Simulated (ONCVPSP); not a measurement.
# Building the ONCV potential for Zn (PBEsol, scalar-relativistic).

ONCVPSP 4.0.1 was run on this input:

```
# ATOM AND REFERENCE CONFIGURATION
# atsym  z   nc   nv     iexc    psfile
  Zn 30.00    3    4  -116133      upf
#
#   n    l    f
    1    0    2.00
    2    0    2.00
    2    1    6.00
    3    0    2.00
    3    1    6.00
    3    2   10.00
    4    0    2.00
#
# PSEUDOPOTENTIAL AND OPTIMIZATION
# lmax
    2
#
#   l,   rc,      ep,       ncon, nbas, qcut
    0    0.95    0.00    4    8   14.50
    1    0.65    0.00    4    8   12.40
    2    1.20    0.00    4    8   12.80
#
# LOCAL POTENTIAL
# lloc, lpopt,  rc(5),   dvloc0
    4    5    0.50    4.00
#
# VANDERBILT-KLEINMAN-BYLANDER PROJECTORs
# l, nproj, debl
    0    2    1.30
    1    2    1.30
    2    1    1.40
#
# MODEL CORE CHARGE
# icmod, fcfact, rcfact
    3    3.75    1.30
#
# LOG DERIVATIVE ANALYSIS
# epsh1, epsh2, depsh
   -6.00    5.00    0.04
#
# OUTPUT GRID
# rlmax, drl
    6.00    0.01
#
# TEST CONFIGURATIONS
# ncnf
    4
# nvcnf
#   n    l    f
    4
    3    0    2.00
    3    1    6.00
    3    2   10.00
    4    0    1.00
#
    4
    3    0    2.00
    3    1    6.00
    3    2   10.00
    4    0    0.00
#
    4
    3    0    2.00
    3    1    6.00
    3    2    9.00
    4    0    0.00
#
    5
    3    0    2.00
    3    1    6.00
    3    2   10.00
    4    0    0.00
    4    1    2.00
#
```

Command:

```bash
oncvpsp.x < Zn.dat > Zn.out
```

Output (shortened: citation, most of the input echo, consistency checks and plot data are left out):

```
ONCVPSP  (Optimized Norm-Conservinng Vanderbilt PSeudopotential)
scalar-relativistic version 4.0.1

#   n    l    f        energy (Ha)
    1    0    2.00    -3.4975222E+02
    2    0    2.00    -4.2529183E+01
    2    1    6.00    -3.6876660E+01
    3    0    2.00    -4.7378355E+00
    3    1    6.00    -3.0596018E+00
    3    2   10.00    -3.7369768E-01
    4    0    2.00    -2.2043144E-01

Reference configufation results
  iterations    29
  all-electron total energy (Ha)   -1.79460084D+03

Begin loop to  construct optimized pseudo wave functions
and semi-local pseudopoentials for all angular momenta

Calculating optimized projector #   1

 for l=   0

    Fraction of norm inside rc  0.858794
    Optimizing pswf for qcut=  14.52 a_B^-1,  ecut= 105.36 Ha
    Residual kinetic energy error=  2.76D-07 Ha

    Energy error per electron        Cutoff
         Ha          eV             Ha
         0.01000     0.27211       56.19
         0.00100     0.02721       71.23
         0.00010     0.00272       83.13
         0.00001     0.00027       92.28

Calculating optimized projector #   2

 for l=   0

    Fraction of norm inside rc  0.026058
    Optimizing pswf for qcut=  14.52 a_B^-1,  ecut= 105.36 Ha
    Residual kinetic energy error=  7.65D-08 Ha

    Energy error per electron        Cutoff
         Ha          eV             Ha
         0.01000     0.27211       37.94
         0.00100     0.02721       58.01
         0.00010     0.00272       73.63
         0.00001     0.00027       86.07

WARNING wellstate: negative energy specified for n= 4 l=  1
WARNING scattering state with energy  0.25000000
WARNING will be used for the first projector

   Wellstate for l =  1  n =  4
     eigenvalue =   0.2500
     asymptotic potential =   0.7500
     half-point radius =  3.2287

Calculating optimized projector #   1

 for l=   1

    Fraction of norm inside rc  0.464264
    Optimizing pswf for qcut=  12.38 a_B^-1,  ecut=  76.58 Ha
    Residual kinetic energy error=  2.27D-03 Ha

    Energy error per electron        Cutoff
         Ha          eV             Ha
         0.01000     0.27211       37.74
         0.00100     0.02721      135.14
         0.00010     0.00272      435.51
         0.00001     0.00027      506.04

Calculating optimized projector #   2

 for l=   1

    Fraction of norm inside rc  0.028774
    Optimizing pswf for qcut=  12.38 a_B^-1,  ecut=  76.58 Ha
    Residual kinetic energy error=  2.08D-04 Ha

    Energy error per electron        Cutoff
         Ha          eV             Ha
         0.01000     0.27211       27.60
         0.00100     0.02721       38.62
         0.00010     0.00272      131.50
         0.00001     0.00027      581.56

Calculating optimized projector #   1

 for l=   2

    Fraction of norm inside rc  0.777932
    Optimizing pswf for qcut=  12.78 a_B^-1,  ecut=  81.72 Ha
    Residual kinetic energy error=  1.26D-05 Ha

    Energy error per electron        Cutoff
         Ha          eV             Ha
         0.01000     0.27211       58.20
         0.00100     0.02721       67.60
         0.00010     0.00272       75.20
         0.00001     0.00027       84.36

Construct Vanderbilt / Kleinmman-Bylander projectors

B matrix Hermiticity error, ll=   0
   1   2    5.8029E-04

  Orthonormal projector coefficients  3.9570E+01  4.4595E+00

B matrix Hermiticity error, ll=   1
   1   2    4.5728E-04

  Orthonormal projector coefficients  2.6167E+01  8.9524E+00

Model core correction analysis
  based on d2Exc/dn_idn_j

d2excae - all-electron derivatives

   -4.324473D-02   -4.037600D-02   -3.002355D-02   -1.792478D-03
   -4.037615D-02   -3.898227D-02   -2.963620D-02   -2.152193D-03
   -3.002387D-02   -2.963638D-02   -2.745683D-02   -6.310749D-03
   -1.792439D-03   -2.152084D-03   -6.309394D-03   -3.382482D-02

d2excps - pseudofunction derivatives with no core correction

   -4.495521D-02   -4.263707D-02   -3.286854D-02   -2.002714D-03
   -4.263716D-02   -4.081190D-02   -3.229786D-02   -2.356534D-03
   -3.286878D-02   -3.229802D-02   -2.882973D-02   -6.351011D-03
   -2.002660D-03   -2.356434D-03   -6.349657D-03   -3.383657D-02

rms 2nd derivative error    1.748469E-03

rmatch, rhocmatch    0.3465   74.5126

Teter function model core charge with specified parameters

d2excps - pseudofunction derivatives with core correction

   -4.175194D-02   -4.000105D-02   -3.190878D-02   -1.809253D-03
   -4.000111D-02   -3.858622D-02   -3.141843D-02   -2.198381D-03
   -3.190896D-02   -3.141855D-02   -2.836327D-02   -6.295845D-03
   -1.809208D-03   -2.198272D-03   -6.294490D-03   -3.382489D-02

rms 2nd derivative error    1.029367E-03

Pseudoatom total energy -222.215008

Diagnostic tests using Vanderbilt-Kleinman-Bylander pseudopotentials
  1 or more projectors used as specified by nproj input data

   l    rcore       rmatch      e in        delta e   norm test  slope test

   0   0.9522510   0.9811634  -4.7378355  -0.0000128   1.0002493   1.0002601
   0   0.9522510   0.9811634  -0.2204314   0.0000126   1.0001094   1.0000934

   1   0.6532489   0.6730829  -3.0596018  -0.0001023   1.0002506   1.0004157
   1   0.6532489   0.6730829   0.2500000   0.0001140   1.0006363   1.0006363

   2   1.2024657   1.2389752  -0.3736977  -0.0000054   0.9999970   1.0000110

 Testing for bound ghosts
   n   l    E NL Schr. Eq   E Basis Diag.   E Cutoff

   1   0       -4.737848       -4.737794    290.19
   2   0       -0.220419        0.242352    290.19

   2   1       -3.059704       -3.036504    706.41

   3   2       -0.373703       -0.369328    178.66

 Testing for highly-localized positive-energy ghosts
       l    <radius>/rc     E Basis Diag.   E Cutoff

       0        0.956552       20.467115    290.19  WARNING - GHOST(+)

Test configuration 0

   n   l     f        eae           eps        diff
   1   0  2.0000 -349.75222059
   2   0  2.0000  -42.52918286
   2   1  6.0000  -36.87665973
   3   0  2.0000   -4.73783554   -4.73784839   -1.28D-05
   3   1  6.0000   -3.05960177   -3.05970411   -1.02D-04
   3   2 10.0000   -0.37369768   -0.37370312   -5.44D-06
   4   0  2.0000   -0.22043144   -0.22041886    1.26D-05

    Total energies and differences
      AE_ref= -1.79460084D+03  AE_tst= -1.79460084D+03  dif=  0.00D+00
      PS_ref= -2.22215008D+02  PS_tst= -2.22215008D+02  dif=  2.42D-12
      PSP excitation error= -2.42D-12

Test configuration 1

   n   l     f        eae           eps        diff
   1   0  2.0000 -350.10909878
   2   0  2.0000  -42.87852933
   2   1  6.0000  -37.22663779
   3   0  2.0000   -5.09328912   -5.09300427    2.85D-04
   3   1  6.0000   -3.41559161   -3.41535133    2.40D-04
   3   2 10.0000   -0.72736627   -0.72759117   -2.25D-04
   4   0  1.0000   -0.51395943   -0.51383604    1.23D-04

    Total energies and differences
      AE_ref= -1.79460084D+03  AE_tst= -1.79423701D+03  dif=  3.64D-01
      PS_ref= -2.22215008D+02  PS_tst= -2.21851203D+02  dif=  3.64D-01
      PSP excitation error=  2.14D-05

Test configuration 2

   n   l     f        eae           eps        diff
   1   0  2.0000 -350.52298413
   2   0  2.0000  -43.28058947
   2   1  6.0000  -37.62968109
   3   0  2.0000   -5.50350710   -5.50293741    5.70D-04
   3   1  6.0000   -3.82627288   -3.82566026    6.13D-04
   3   2 10.0000   -1.13319042   -1.13381302   -6.23D-04

    Total energies and differences
      AE_ref= -1.79460084D+03  AE_tst= -1.79356270D+03  dif=  1.04D+00
      PS_ref= -2.22215008D+02  PS_tst= -2.21177056D+02  dif=  1.04D+00
      PSP excitation error=  1.88D-04

Test configuration 3

   n   l     f        eae           eps        diff
   1   0  2.0000 -351.31403572
   2   0  2.0000  -44.09095770
   2   1  6.0000  -38.43814232
   3   0  2.0000   -6.27376670   -6.27708151   -3.31D-03
   3   1  6.0000   -4.58887715   -4.59198590   -3.11D-03
   3   2  9.0000   -1.86279921   -1.86335132   -5.52D-04

    Total energies and differences
      AE_ref= -1.79460084D+03  AE_tst= -1.79207401D+03  dif=  2.53D+00
      PS_ref= -2.22215008D+02  PS_tst= -2.19687446D+02  dif=  2.53D+00
      PSP excitation error= -7.39D-04

Test configuration 4

   n   l     f        eae           eps        diff
   1   0  2.0000 -349.90340015
   2   0  2.0000  -42.67174547
   2   1  6.0000  -37.01972690
   3   0  2.0000   -4.88913130   -4.88883842    2.93D-04
   3   1  6.0000   -3.21129581   -3.21105041    2.45D-04
   3   2 10.0000   -0.52143973   -0.52182128   -3.82D-04
   4   1  2.0000   -0.10536056   -0.10533818    2.24D-05

    Total energies and differences
      AE_ref= -1.79460084D+03  AE_tst= -1.79421115D+03  dif=  3.90D-01
      PS_ref= -2.22215008D+02  PS_tst= -2.21825372D+02  dif=  3.90D-01
      PSP excitation error=  5.39D-05
```

The run took about 5.5 s on one core of a shared server CPU.
